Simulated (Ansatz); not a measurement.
One change: `C#[C][Zr]([Cl])([Cl])[C]#C` becomes `C#[C][Zr]([Cl])([Cl])[Cl]`.

Ansatz, PBE0-D4/def2-TZVP geometries, multiplicity 1. 

Elements past krypton have def2 core potentials.

```
                                                                                  property  `C#[C][Zr]([Cl])([Cl])[C]#C`
                                                   HOMO–LUMO gap (ωB97M-V/def2-TZVPP) / eV                          9.78
ideal-gas entropy at 298 K and 1 bar (rigid rotor, harmonic PBE0-D4/def2-TZVP) / J/(mol·K)                           437
                                            zero-point energy (PBE0-D4/def2-TZVP) / kJ/mol                         101.3
                                                      HOMO–LUMO gap (PBE0/def2-TZVPP) / eV                          5.61
                                                     HOMO energy (ωB97M-V/def2-TZVPP) / eV                        -10.68
                                                     HOMO–LUMO gap (B3LYP/def2-TZVPP) / eV                          5.18
```

Task: Give the same properties after the change, and the shifts. (Estimate.)

Result: Computed: 
```tsv
property	`C#[C][Zr]([Cl])([Cl])[Cl]`	shift
HOMO–LUMO gap (ωB97M-V/def2-TZVPP) / eV	10.24	0.46
ideal-gas entropy at 298 K and 1 bar (rigid rotor, harmonic PBE0-D4/def2-TZVP) / J/(mol·K)	407	-30
zero-point energy (PBE0-D4/def2-TZVP) / kJ/mol	57.3	-44.0
HOMO–LUMO gap (PBE0/def2-TZVPP) / eV	6.00	0.39
HOMO energy (ωB97M-V/def2-TZVPP) / eV	-10.98	-0.30
HOMO–LUMO gap (B3LYP/def2-TZVPP) / eV	5.56	0.38
```

With PBE0 the HOMO falls by 0.29 eV and the LUMO rises by 0.10 eV, so the gap widens by about 0.39 eV. PBE moves the HOMO by -0.25 eV and ωB97M-V by -0.30 eV. The zero-point energy changes by -44.0 kJ/mol with -6 modes. Modes under 60 cm⁻¹, often nearly free rotors, make the harmonic entropy too high.

B3LYP here is the variant with VWN-RPA as its local correlation; programs differ in this.
